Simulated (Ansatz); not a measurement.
Compare A (`C[O][Zr]([NH2])([O]C)[O]C`) with its isomer B (`CC[N](C)[Zr]([OH])([OH])[OH]`).

Calculated with Ansatz (gas phase, PBE0-D4/def2-TZVP geometries, no zero-point term in ΔE). CCSD(T)/CBS adds triple-zeta CCSD(T) − MP2 to the extrapolated MP2 energy (def2 sets, frozen cores). DFT in def2-TZVPP. B3LYP here is the variant with VWN-RPA as its local correlation; programs differ in this. def2 core potentials past Kr. For Zr outer-core shells are correlated without core-valence functions, which leaves a few kJ/mol of doubt a bond. Each species was taken in one conformer, which may not be the lowest.

Which is lower in electronic energy at CCSD(T)/CBS, and by how much? (An estimate is asked.)

The calculation gave: B, by 21.5 kcal/mol.

Give E(B) − E(A) in kcal/mol with CCSD(T)/def2-SVP, r2SCAN-D4, BLYP-D4, MP2/def2-TZVPP, PBE-D4, B3LYP, B3LYP-D4. (Best estimate.)

The calculation gave: CCSD(T)/def2-SVP -16.6, r2SCAN-D4 -18.9, BLYP-D4 -16.2, MP2/def2-TZVPP -23.0, PBE-D4 -19.0, B3LYP -13.6, B3LYP-D4 -16.6. None reverses the order clearly.

Largest T1 diagnostic: 0.016.

From PBE to PBE0 (25 % exact exchange), in def2-TZVPP and without D4, E(B) − E(A) moves by −0.9 kcal/mol. In def2-TZVPP, CCSD(T) changes the Hartree–Fock value by −9.2 kcal/mol (the triples alone add −0.9 kcal/mol) and MP2 by −12.4 kcal/mol.
